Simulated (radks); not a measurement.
Results of a calculation; reference values are marked as such.
Species: Nd II. Configuration: [Kr] 4d10 4f4 5s1.75 5p6 6s1.25 (fractional occupations, a model configuration). Level of theory: scalar-relativistic Kohn-Sham, PBEsol, spin-polarised, spherical densities, point nucleus; open shells are filled with parallel spins first (spin-orbit coupling, left out, can overturn this in heavy ions) (a radial shooting solver on a logarithmic mesh with Libxc functionals).

Local quantities along the radius. ELF = 1/(1 + alpha^2) is the electron localisation function; alpha = (tau - tau_W)/tau_unif compares the Pauli kinetic energy density with that of the uniform gas (summed over spins). tau is taken from the large components.

r (bohr)	ELF	alpha
0.0009755	0.999	0.02384
0.001322	0.999	0.02431
0.001792	0.999	0.02559
0.002448	0.999	0.02811
0.003317	0.999	0.03241
0.004496	0.998	0.03979
0.006093	0.997	0.05293
0.008258	0.994	0.07801
0.01128	0.983	0.1328
0.01529	0.937	0.2594
0.02072	0.753	0.5731
0.02808	0.420	1.174
0.03806	0.337	1.403
0.052	0.575	0.8600
0.07047	0.745	0.5849
0.09551	0.605	0.8075
0.1294	0.336	1.406
0.1754	0.556	0.8935
0.2397	0.752	0.5742
0.3248	0.394	1.241
0.4402	0.313	1.482
0.5966	0.737	0.5967
0.8085	0.567	0.8733
1.096	0.298	1.535
1.497	0.582	0.8474
2.029	0.560	0.8870
2.75	0.170	2.212
3.726	0.247	1.747
5.05	0.808	0.4867
6.899	0.933	0.2670
9.35	0.772	0.5436

On this mesh the ELF has minima near r = 0.033, 0.13, 0.38, 1.1, 3.2 bohr, which separate the shells, and maxima near 0.070 (0.75), 0.24 (0.75), 0.60 (0.74), 1.7 (0.65), 6.9 (0.93).
